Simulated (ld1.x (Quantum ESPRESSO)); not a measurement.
**Building the PAW potential for copper (Cu) (PBE, scalar-relativistic).**

* Element: Cu (Z = 29)
* Generator: ld1.x (Quantum ESPRESSO) 7.5
* Type: PAW
* Functional: PBE
* Relativity: scalar-relativistic
* Frozen core: [Ne]
* Valence charge: 19
* Reference configuration: 3s2 3p6 3d10 4s1 4p0
* Partial waves: 3s (bound): rcut 0.95, rcutus 1.35 bohr; 4s (bound): rcut 0.95, rcutus 1.35 bohr; 3p (bound): rcut 1.05, rcutus 1.45 bohr; 4p (bound, empty): rcut 1.05, rcutus 1.45 bohr; 3d (bound): rcut 1.00, rcutus 1.05 bohr; 3d channel at 1.95 Ry: rcut 1.00, rcutus 1.05 bohr
* Local potential: all-electron potential smoothed inside 1.30 bohr (lloc = -1)
* Core correction: Bessel-smoothed model core inside 0.55 bohr
* Augmentation charge: PSQ, inside the norm-conserving radii

All-electron outer shells of the reference configuration (PBE, scalar-relativistic, ld1.x):

```tsv
shell	level (eV)	outermost node (bohr)	outermost maximum (bohr)
2s	-1062.47	0.07	0.20
2p	-916.98	–	0.16
3s	-114.70	0.29	0.61
3p	-72.14	0.26	0.62
3d	-5.04	–	0.60
4s	-4.61	0.89	2.27
4p	-0.70	0.97	3.65
```

Calculated quality:

```json
{
 "Configuration tests": "test run stopped at test 1 of 7 (negative norm?)",
 "Lowest eigenvalue of the overlap operator": "-0.28 (s channel); it is negative, so in a basis up to 400 Ry S is not positive definite and the file is unfit for use",
 "Density cutoff estimated by the generator": "428 Ry"
}
```

The ghost test of this file was not conclusive. Its overlap operator is not positive definite in a basis up to 400 Ry (lowest eigenvalue s -0.28), so the file is unfit for use: the generalised eigenproblem breaks down once the basis is large enough, and its test numbers describe a broken file.

Generation and tests took about 0.84 s on one core of a shared server CPU.
